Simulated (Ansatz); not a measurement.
The same path of C2H4BBrClN (10 atoms, charge 0, multiplicity 1) was run twice with different band settings. The coordinate that changes most is the dihedral Br6–C4–N5–H9.

Theory: RKS BHLYP/def2-SVP in Ansatz 0.2.0.

Relaxed end points:

```xyz
10
Properties=species:S:1:pos:R:3
B -0.568 -1.869 -0.022
C 0.253 -0.605 -0.002
Cl 2.024 -0.748 0.014
C -0.187 0.690 0.005
N 0.589 1.776 0.022
Br -2.026 1.104 -0.010
H -0.022 -2.933 -0.026
H -1.762 -1.812 -0.034
H 0.196 2.697 0.026
H 1.587 1.648 0.030
```

```xyz
10
Properties=species:S:1:pos:R:3
B -0.567 -1.870 -0.022
C 0.253 -0.605 -0.003
Cl 2.025 -0.747 0.013
C -0.187 0.690 0.004
N 0.588 1.776 0.021
Br -2.027 1.103 -0.011
H -0.022 -2.934 -0.026
H -1.761 -1.811 -0.033
H 1.586 1.650 0.031
H 0.194 2.697 0.027
```

Common settings: movable images 7; climbing image yes; optimiser quadratic models (default); start path IDPP; force threshold 0.05 eV/Å; end points relaxed.

| run | spring | iteration limit |
| --- | --- | --- |
| 1 | 5.0 eV/Å² | 35 |
| 2 | 2.0 to 10.0 eV/Å², energy-weighted | 44 |

Task: What does each run give, and how far can it be trusted?

Result: Run 1: converged after 15 iterations, highest image 0.656 eV above the first end. A vibrational analysis at the climbing image gives one clearly imaginary mode, 434i cm⁻¹: a first-order saddle point.
Run 2: converged after 13 iterations, highest image 0.656 eV above the first end. Another band between the same ends (7 images) ends at a top of the same energy, where a vibrational analysis finds 1 clearly imaginary mode.
